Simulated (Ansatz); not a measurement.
Reaction (ligand exchange at the Si–O bond): `CO[SiH](O)O[SiH2]O` + `N[SiH3]` → `O[SiH2]N[SiH3]` + `CO[SiH](O)O`

Isolated molecules relaxed with PBE0-D4/def2-TZVP in Ansatz; ΔE leaves out vibrations. CCSD(T)/CBS adds triple-zeta CCSD(T) − MP2 to the extrapolated MP2 energy (def2 sets, frozen cores). This one scheme is used for every species. Functionals use def2-TZVPP. B3LYP here is the variant with VWN-RPA as its local correlation; programs differ in this. Each species was taken in one conformer, which may not be the lowest.

`CO[SiH](O)O[SiH2]O`:

```xyz
15

C     1.047    1.105   -1.766
O     0.429    0.648   -0.578
Si   -0.853   -0.372   -0.557
O    -0.443   -1.646   -1.493
O    -1.084   -0.768    0.995
Si   -0.290   -0.529    2.418
O     0.523    0.888    2.377
H     1.403    0.267   -2.370
H     1.897    1.729   -1.488
H     0.355    1.707   -2.364
H    -2.078    0.267   -1.081
H    -1.120   -2.280   -1.730
H     0.621   -1.683    2.620
H    -1.283   -0.447    3.510
H     0.876    1.114    1.508
```

`N[SiH3]`:

```xyz
7

N     0.568   -0.034    0.902
Si   -0.288    0.110   -0.583
H     1.212   -0.797    1.034
H     0.105    0.194    1.768
H     0.695   -0.014   -1.690
H    -1.357   -0.906   -0.822
H    -0.936    1.447   -0.609
```

`O[SiH2]N[SiH3]`:

Z-matrix (Å, degrees):
```
Si
N 1 1.720
O 1 1.645 2 114.4
H 1 1.488 2 105.6 3 -122.3
H 1 1.478 2 110.6 3 115.9
Si 2 1.729 1 127.5 3 -69.6
H 2 1.010 1 115.6 3 108.0
H 3 0.958 1 117.8 2 -59.6
H 6 1.484 2 106.8 1 -9.4
H 6 1.489 2 112.5 1 110.3
H 6 1.488 2 111.1 1 -129.3
```

`CO[SiH](O)O`:

Cartesian coordinates in Å:
```
C -1.359 -0.378 1.038
O -0.578 -0.559 -0.121
Si 0.899 0.111 -0.338
O 0.890 1.739 -0.430
O 1.453 -0.496 -1.750
H -0.779 -0.559 1.950
H -1.770 0.635 1.083
H -2.186 -1.090 1.009
H 1.758 -0.194 0.824
H 0.576 2.135 -1.245
H 1.096 -1.344 -2.018
```

```json
{"level": "PBE-D4", "ΔE (kJ/mol)": "49.4"}
{"level": "ωB97X-V", "ΔE (kJ/mol)": "56.7"}
{"level": "B3LYP", "ΔE (kJ/mol)": "55.7"}
{"level": "CCSD/CBS(def2)", "ΔE (kJ/mol)": "57.1"}
```

(1) What does CCSD(T)/CBS give? (Best estimate.)

Largest T1 diagnostic among the species: 0.012.

Answers

(1) Ansatz gave: +56.1 kJ/mol. The listed levels differ from it by -6.7, 0.6, -0.4, 1.0 kJ/mol.

From PBE to PBE0 (25 % exact exchange), in def2-TZVPP and without D4, ΔE moves by +3.3 kJ/mol. In def2-TZVPP, CCSD(T) changes the Hartree–Fock value by −7.2 kJ/mol (the triples alone add −1.0 kJ/mol) and MP2 by −8.1 kJ/mol.
